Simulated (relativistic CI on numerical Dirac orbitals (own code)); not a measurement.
**d2 in a ligand field**

Computed with a parametric ligand-field model of a d^n configuration (Racah B and C, spin-orbit zeta, crystal field), exact diagonalisation.

Field parameters in Wybourne normalisation: Oh B⁴₀ = 21Dq, B⁴₄ = √(5/14) B⁴₀. The field is a parameter set, without covalency.

Problem. Ground term and bands for B = 430, C = 1520, ζ = 0 cm⁻¹, Oh, 10Dq = 15400 cm⁻¹?

Solution. Ground term 3T1 with 0.02 electrons in the two orbitals of the cubic e set. Spin-allowed: 3T2 14449 cm⁻¹ (692 nm), 3T1 19949 cm⁻¹ (501 nm), 3A2 29849 cm⁻¹ (335 nm). Lowest spin-forbidden: 1T2 5813 cm⁻¹ (1720 nm), 1E 5887 cm⁻¹ (1699 nm), 1A1 13240 cm⁻¹ (755 nm).

Problem. Ground term and bands for B = 1010, C = 4720, ζ = 0 cm⁻¹, Oh, 10Dq = 10000 cm⁻¹?

Solution. Ground term 3T1 with 0.08 electrons in the two orbitals of the cubic e set. Spin-allowed: 3T2 8731 cm⁻¹ (1145 nm), 3A2 18731 cm⁻¹ (534 nm), 3T1 22612 cm⁻¹ (442 nm). Lowest spin-forbidden: 1T2 16060 cm⁻¹ (623 nm), 1E 16637 cm⁻¹ (601 nm), 1T2 27452 cm⁻¹ (364 nm).

Problem. Ground term and bands for B = 510, C = 1930, ζ = 0 cm⁻¹, Oh, 10Dq = 34500 cm⁻¹?

Solution. Ground term 3T1 with 0.01 electrons in the two orbitals of the cubic e set. Spin-allowed: 3T2 33208 cm⁻¹ (301 nm), 3T1 39566 cm⁻¹ (253 nm), 3A2 67708 cm⁻¹ (148 nm). Lowest spin-forbidden: 1T2 7067 cm⁻¹ (1415 nm), 1E 7113 cm⁻¹ (1406 nm), 1A1 16757 cm⁻¹ (597 nm).

Problem. Ground term and bands for B = 1000, C = 4700, ζ = 0 cm⁻¹, Oh, 10Dq = 24550 cm⁻¹?

Solution. Ground term 3T1 with 0.03 electrons in the two orbitals of the cubic e set. Spin-allowed: 3T2 22591 cm⁻¹ (443 nm), 3T1 35631 cm⁻¹ (281 nm), 3A2 47141 cm⁻¹ (212 nm). Lowest spin-forbidden: 1T2 15942 cm⁻¹ (627 nm), 1E 16193 cm⁻¹ (618 nm), 1A1 33931 cm⁻¹ (295 nm).

Problem. Ground term and bands for B = 730, C = 2830, ζ = 0 cm⁻¹, Oh, 10Dq = 32250 cm⁻¹?

Solution. Ground term 3T1 with 0.01 electrons in the two orbitals of the cubic e set. Spin-allowed: 3T2 30548 cm⁻¹ (327 nm), 3T1 39796 cm⁻¹ (251 nm), 3A2 62798 cm⁻¹ (159 nm). Lowest spin-forbidden: 1T2 10326 cm⁻¹ (968 nm), 1E 10428 cm⁻¹ (959 nm), 1A1 23807 cm⁻¹ (420 nm).
